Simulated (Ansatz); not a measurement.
`[CH3][In]([CH3])[NH2]` + `OB1CS1` → `[CH3][In]([NH2])[OH]` + `CB1CS1`  (redistribution)

Gas-phase electronic energies from Ansatz, PBE0-D4/def2-TZVP geometries. CCSD(T)/CBS adds triple-zeta CCSD(T) − MP2 to the extrapolated MP2 energy (def2 sets, frozen cores). DFT in def2-TZVPP. B3LYP here is the variant with VWN-RPA as its local correlation; programs differ in this. Elements past krypton have def2 core potentials. For In outer-core shells are correlated without core-valence functions, which leaves a few kJ/mol of doubt a bond. Each species was taken in one conformer, which may not be the lowest.

```tsv
level	ΔE (kJ/mol)
B97M-V	39.1
r2SCANh-D4	43.5
ωB97X-V	42.2
ωB97M-V	46.9
r2SCAN	41.5
B3LYP	44.7
HF/def2-SVP	61.0
MP2/def2-QZVPP	41.4
```

Problem. What does CCSD(T)/CBS give? (Estimate.)

Solution. Ansatz gave: +39.0 kJ/mol. The listed levels differ from it by 0.1, 4.5, 3.2, 7.9, 2.5, 5.7, 22.0, 2.4 kJ/mol.

Largest T1 diagnostic among the species: 0.015.

At CCSD(T), def2-SVP lies +19.7 kJ/mol from the extrapolated value and def2-TZVPP +7.3 kJ/mol. From PBE to PBE0 (25 % exact exchange), in def2-TZVPP and without D4, ΔE moves by +3.6 kJ/mol. Leaving LDA and LC-ωPBE aside and taking each functional with its dispersion term where it has one, the values, not all of them listed here, spread over 8.4 kJ/mol, from B97M-V to BHLYP-D4. LDA lies +10.6 kJ/mol from PBE without D4.
